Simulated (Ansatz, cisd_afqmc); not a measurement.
System: SiH, charge 1, singlet. A triplet may lie lower; no result for it is given here. SiH+ (parent SMILES [SiH], singlet).
B3LYP-D3(BJ)/def2-TZVP minimum from Ansatz (a first-principles code):
```xyz
2

Si     0.0000     0.0000    -0.1010
H      0.0000     0.0000     1.4139
```
Charge +1, spin multiplicity 1.

Total energies in cc-pV(T+d)Z, 4 correlated electrons, 5 frozen orbitals. Radicals and triplets start from unrestricted determinants; spin-orbit coupling is neglected. Cores are frozen in correlated methods. No relativity. AFQMC/CISD: phaseless, guided by CISD from CCSD amplitudes; bars are statistical, one sigma. Outlying blocks are dropped, and bars are widened where a walk drifts. Over all cases where full CI ran beside it in this data, AFQMC minus full CI had a median of +0.1 mEh and passed +0.4 mEh in a tenth of the cases. The restricted determinant of HSi+ (parent SMILES [SiH], singlet) is unstable towards broken spin symmetry in at least one set run.

```json
[
 {"method": "HF", "program": "Ansatz", "energy (Eh)": "-289.16477", "error against FCI (mEh)": "94.37"},
 {"method": "MP2", "program": "Ansatz", "energy (Eh)": "-289.23451", "error against FCI (mEh)": "24.64"},
 {"method": "CCSD", "program": "Ansatz", "energy (Eh)": "-289.25706", "error against FCI (mEh)": "2.08"},
 {"method": "CCSD(T)", "program": "Ansatz", "energy (Eh)": "-289.25868", "error against FCI (mEh)": "0.47"},
 {"method": "CCSDT(Q)", "program": "Ansatz", "energy (Eh)": "-289.25913", "error against FCI (mEh)": "0.01"},
 {"method": "CCSDTQ", "program": "Ansatz", "energy (Eh)": "-289.25914", "error against FCI (mEh)": "0.00"},
 {"method": "AFQMC/CISD", "program": "cisd_afqmc", "energy (Eh)": "-289.2588 ± 0.0001", "error against FCI (mEh)": "0.3 ± 0.1"},
 {"method": "FCI", "program": "Ansatz", "energy (Eh)": "-289.25914", "error against FCI (mEh)": "0.00"}
]
```

Rough core times of Ansatz's runs on a shared machine: CCSD(T) under 20 s, CCSDT(Q) under 20 s, CCSDTQ 40 s, FCI under 20 s.
